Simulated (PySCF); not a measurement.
H₃Sb, charge -1, doublet, at the geometry of the source list (a state made from the parent by changing its charge; the spin is typed, not shown lowest) (all electrons, no relativity) (in this run its highest filled SCF level lies above zero, so its values depend strongly on the basis, on diffuse functions most of all). Base run: PySCF with B3LYP/3-21G.

Geometry (Å):
```xyz
4

Sb     0.0019    -0.0051     0.7439
H     -0.8765    -1.0408    -0.2529
H     -0.4650     1.2818    -0.2373
H      1.3396    -0.2359    -0.2537
```
Charge -1, spin multiplicity 2.
Orbitals are unrestricted.
All else is at PySCF's defaults.

The base run was repeated with changes; each row names its change, and settings that it needs were set with it.

```tsv
change	basis functions	E (Eh)	HOMO (eV)
base	37	-6289.95268	4.65
basis = x2c-SVPall; relativity = spin-free X2C; nucleus = Gaussian (with nucmod='G')	51	-6481.81425	4.65
basis = jorge-DZP-DKH; relativity = spin-free X2C; nucleus = Gaussian (with nucmod='G')	63	-6474.87433	4.21
basis = x2c-TZVPall; relativity = spin-free X2C	78	-6482.68799	4.24
basis = x2c-SVPall; relativity = spin-free X2C	51	-6481.95458	4.65
basis = x2c-TZVPall; relativity = spin-free X2C; nucleus = Gaussian (with nucmod='G')	78	-6482.52934	4.24
basis = x2c-SVPall; relativity = none	51	-6166.50284	4.07
basis = jorge-DZP-DKH; relativity = none	63	-6251.74533	4.06
basis = jorge-DZP-DKH; relativity = spin-free X2C	63	-6475.03415	4.21
basis = x2c-TZVPall; relativity = none	78	-6187.61027	4.10
```

Total energies compare only within one method and basis.

Open shells are given as the SCF converged; they aren't shown to be the lowest states, and a large step between rows can be another state.

Basis sets contracted for a relativistic Hamiltonian are a mismatch without it, so the rows without relativity aren't non-relativistic limits. No row has spin-orbit coupling; sets with core potentials leave out the core electrons.
